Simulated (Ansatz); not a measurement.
Computed with Ansatz on PBE0-D4/def2-TZVP structures; ΔE is electronic, products minus reactants. CBS: MP2 limit from def2 TZ/QZ plus the TZ coupled-cluster correction, frozen cores. DFT in def2-TZVPP. For Br outer-core shells are correlated without core-valence functions, which leaves a few kJ/mol of doubt a bond. Scalar relativity is left out up to krypton. Each species was taken in one conformer, which may not be the lowest.

Reaction (formal exchange of groups at the Si–Br bond): `F[SiH](F)Br` + `CN(C)[SiH2]O` → `CN([SiH2]O)[SiH](F)F` + `CBr`

Is it downhill or uphill in electronic energy at CCSD(T)/CBS, and by how much? (Estimate.)

Ansatz gave: Nearly level: ΔE = -0.8 kJ/mol.

What do these levels give: PBE-D4, B2PLYP, SCS-MP2/def2-TZVPP, CCSD/def2-TZVPP, HF/CBS(def2), CCSD/CBS(def2)? (An estimate is asked.)

Ansatz gave: PBE-D4 7.4, B2PLYP -0.5, SCS-MP2/def2-TZVPP -4.1, CCSD/def2-TZVPP -4.2, HF/CBS(def2) -3.2, CCSD/CBS(def2) -0.6 kJ/mol.

Largest T1 diagnostic among the species: 0.012.
